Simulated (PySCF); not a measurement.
**Dipole response of Fe (iron, neutral)**

[Ar] 3d7 4s1, high-spin 5F determinant (an excited configuration). Computed with PySCF 2.14 in aug-cc-pVDZ-DK (7s6p4d2f, 59 functions), with scalar relativity by spin-free X2C-1e. Coupled (time-dependent) response in atomic units; α is the mean over directions. A double-zeta set is small for polarisabilities.

```tsv
method	mean α (bohr³)	α xx, yy, zz	C₆ (like pair)	S(−4)
UHF	89.37	89.37, 89.37, 89.37	712.4	7902
PBE	54.96	54.96, 54.96, 54.96	390.0	2473
PBE0	58.81	58.81, 58.81, 58.81	427.2	2772
M06	49.42	49.33, 49.33, 49.61	309.8	3093
```

S(−4) is the Cauchy moment in α(ω) = α(0) + S(−4) ω² + …

α(iu) at UHF:

```
u (hartree)  α(iu) (bohr³)
          0          89.37
     0.0500          73.57
      0.100          49.62
      0.200          24.19
      0.300          14.59
      0.500          7.743
      0.750          4.841
       1.00          3.489
       1.50          2.153
       2.00          1.493
       3.00         0.8604
       5.00         0.4008
```

A single London oscillator, α(iu) = α/(1 + u²/ω²), gives C₆ = (3/4) ω α². Matching the computed C₆ needs ω = 4 × 712.4 / (3 × 89.37²) = 0.119 hartree.

The components differ because the open shell of this determinant is not spherical; for a pure term their mean is the scalar polarisability.
